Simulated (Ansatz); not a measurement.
Geometry optimisation, Ansatz 0.2.0, RKS PBE0-D4/def2-SVP.

The input (input.yaml):

```yaml
crystal:
  periodic: [false, false, false]
  atoms:
    - { symbol: B, position_ang: [-1.0333, -2.1633, 0.8399] }
    - { symbol: Sn, position_ang: [0.8217, -0.9964, 0.9263] }
    - { symbol: F, position_ang: [2.285, -2.2122, 0.6722] }
    - { symbol: Si, position_ang: [0.9154, 0.742, -0.9029] }
    - { symbol: C, position_ang: [-0.6864, 1.7827, -0.7696] }
    - { symbol: F, position_ang: [-0.6912, 2.4431, 0.4724] }
    - { symbol: H, position_ang: [-2.0821, -1.5437, 0.9422] }
    - { symbol: H, position_ang: [-1.0318, -3.2689, 0.6444] }
    - { symbol: H, position_ang: [0.9594, -0.1815, 2.5235] }
    - { symbol: H, position_ang: [2.0417, 1.5754, -0.7493] }
    - { symbol: H, position_ang: [0.835, 0.0586, -2.1854] }
    - { symbol: H, position_ang: [-0.6747, 2.5545, -1.5461] }
    - { symbol: H, position_ang: [-1.6384, 1.1748, -0.8526] }
basis:
  gaussian: { orbitals: def2-SVP }
hamiltonian:
  xc: pbe0
  dispersion: d4
relax:
  f_tol: 0.015
  max_steps: 40
```

Launched with:

```bash
$ ansatz run input.yaml --threads 2 --pin off --max-ram 3072MiB --backend cpu --events-out ev --progress --plain --runs-dir out
```

Question: Where does it end, and by what steps?

Answer: The forces met the threshold. The force dipped under the threshold on the way, but the program's further checks kept it going. After 15 steps the energy has fallen by 0.394 eV; F6 moved furthest, 0.92 Å.

```csv
step,energy less start (eV),largest force component (eV/Å),accepted
0,0.0000,2.403,yes
1,-0.2984,0.798,yes
2,-0.3525,0.339,yes
3,-0.3717,0.214,yes
4,-0.3788,0.130,yes
5,-0.3835,0.304,yes
6,-0.3879,0.112,yes
7,-0.3903,0.048,yes
8,-0.3920,0.067,yes
9,-0.3909,0.155,no
10,-0.3928,0.052,yes
11,-0.3933,0.120,yes
12,-0.3936,0.069,yes
13,-0.3939,0.015,yes
14,-0.3940,0.009,yes
15,-0.3941,0.005,yes
```

```xyz
13
Properties=species:S:1:pos:R:3
B -1.137 -2.063 0.977
Sn 0.775 -0.901 0.943
F 2.247 -2.175 0.704
Si 0.961 0.763 -1.014
C -0.682 1.722 -0.790
F -1.076 1.610 0.540
H -2.181 -1.483 1.153
H -1.137 -3.253 0.787
H 1.185 -0.126 2.418
H 2.141 1.669 -0.876
H 0.997 0.119 -2.362
H -0.597 2.793 -1.039
H -1.475 1.291 -1.426
```

Whether the end is a true minimum wasn't checked by a vibrational analysis.

The run took 36 s on 2 threads of AMD EPYC 9R45 96-Core Processor (Zen 5), with other jobs on the host, peak memory 0.43 GiB.
